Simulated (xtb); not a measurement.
CH3 (SMILES [CH3]), doublet, from a rough starting geometry; GFN2-xTB (xtb).

The xtb input:
```
$ xtb mol.xyz --gfn 2 --uhf 1 --opt vtight --json

# file mol.xyz
4

C     -0.03907222    -0.04460160     0.03094059
H     -0.01309909     1.11671276    -0.01855048
H      0.94650060    -0.50036828    -0.00343419
H     -0.91202290    -0.56529474    -0.01118291
```

The log (banner, timings and long lists left out):

```
   ID    Z sym.   atoms
    1    6 C      1
    2    1 H      2-4

           -------------------------------------------------
          |                Calculation Setup                |
           -------------------------------------------------

           -------------------------------------------------
          |                 G F N 2 - x T B                 |
           -------------------------------------------------

          ...................................................
          :                      SETUP                      :
          :.................................................:
          :  # basis functions                   7          :
          :  # atomic orbitals                   7          :
          :  # shells                            5          :
          :  # electrons                         7          :
          :  max. iterations                   250          :
          :  Hamiltonian                  GFN2-xTB          :
          :  restarted?                      false          :
          :  GBSA solvation                  false          :
          :  PC potential                    false          :
          :  electronic temp.          300.0000000     K    :
          :  accuracy                    1.0000000          :
          :  -> integral cutoff          0.2500000E+02      :
          :  -> integral neglect         0.1000000E-07      :
          :  -> SCF convergence          0.1000000E-05 Eh   :
          :  -> wf. convergence          0.1000000E-03 e    :
          :  Broyden damping             0.4000000          :
          :  net charge                          0          :
          :  unpaired electrons                  1          :
          ...................................................

 iter      E             dE          RMSdq      gap      omega  full diag
   1     -3.6018558 -0.360186E+01  0.511E+00   10.61       0.0  T
   2     -3.6113796 -0.952374E-02  0.313E+00   10.95       1.0  T
   3     -3.6117355 -0.355896E-03  0.795E-01   10.96       1.0  T
   4     -3.6118746 -0.139105E-03  0.114E-01   10.83       1.0  T
   5     -3.6118731  0.149002E-05  0.343E-02   10.85       1.5  T
   6     -3.6118752 -0.215456E-05  0.460E-03   10.84      10.9  T
   7     -3.6118753 -0.189700E-07  0.980E-04   10.84      51.0  T
   8     -3.6118753 -0.142678E-08  0.727E-05   10.84     687.7  T

   *** convergence criteria satisfied after 8 iterations ***

[...]
         :: total energy              -3.555838343361 Eh    ::
 * total energy  :    -3.5558383 Eh     change       -0.2122746E-12 Eh
 * total energy  :    -3.5622848 Eh     change       -0.6446460E-02 Eh
 * total energy  :    -3.5626051 Eh     change       -0.3202540E-03 Eh
 * total energy  :    -3.5628978 Eh     change       -0.2927709E-03 Eh
 * total energy  :    -3.5629617 Eh     change       -0.6391712E-04 Eh
 * total energy  :    -3.5629695 Eh     change       -0.7791506E-05 Eh
 * total energy  :    -3.5629703 Eh     change       -0.7403053E-06 Eh
 * total energy  :    -3.5629704 Eh     change       -0.8363538E-07 Eh
   *** GEOMETRY OPTIMIZATION CONVERGED AFTER 8 ITERATIONS ***
         :: total energy              -3.562970360707 Eh    ::
[...]
         4        1.0000           -0.3316734              -9.0253 (HOMO)
         5                          0.1287445               3.5033 (LUMO)
         6                          0.2990843               8.1385
         7                          0.2991594               8.1405
      -------------------------------------------------------------
                  HL-Gap            0.4604179 Eh           12.5286 eV
             Fermi-level           -0.2519959 Eh           -6.8572 eV

     #   Z          covCN         q      C6AA      α(0)
     1   6 C        2.780    -0.151    31.876     9.248
     2   1 H        0.927     0.050     2.315     2.379
     3   1 H        0.927     0.050     2.315     2.379
     4   1 H        0.927     0.050     2.315     2.379

 Mol. C6AA /au·bohr⁶  :        104.181137
 Mol. C8AA /au·bohr⁸  :       2136.178416
 Mol. α(0) /au        :         16.385008

Wiberg/Mayer (AO) data.
largest (>0.10) Wiberg bond orders for each atom

 ---------------------------------------------------------------------------
     #   Z sym  total        # sym  WBO       # sym  WBO       # sym  WBO
 ---------------------------------------------------------------------------
     1   6 C    2.987 --     3 H    0.996     4 H    0.996     2 H    0.996
     2   1 H    0.997 --     1 C    0.996
     3   1 H    0.997 --     1 C    0.996
     4   1 H    0.997 --     1 C    0.996
 ---------------------------------------------------------------------------

Topologies differ in total number of bonds
Writing topology from bond orders to xtbtopo.mol

molecular dipole:
                 x           y           z       tot (Debye)
 q only:        0.000       0.000      -0.000
   full:        0.000      -0.000      -0.000       0.001
molecular quadrupole (traceless):
                xx          xy          yy          xz          yz          zz
 q only:        0.154       0.000       0.154       0.002      -0.003      -0.307
  q+dip:        0.625       0.000       0.625       0.008      -0.013      -1.251
   full:        0.332       0.000       0.333       0.004      -0.007      -0.665

optimized geometry written to: xtbopt.xyz

           -------------------------------------------------
          | TOTAL ENERGY               -3.562970360707 Eh   |
          | GRADIENT NORM               0.000041285257 Eh/α |
          | HOMO-LUMO GAP              12.528609771744 eV   |
           -------------------------------------------------
```
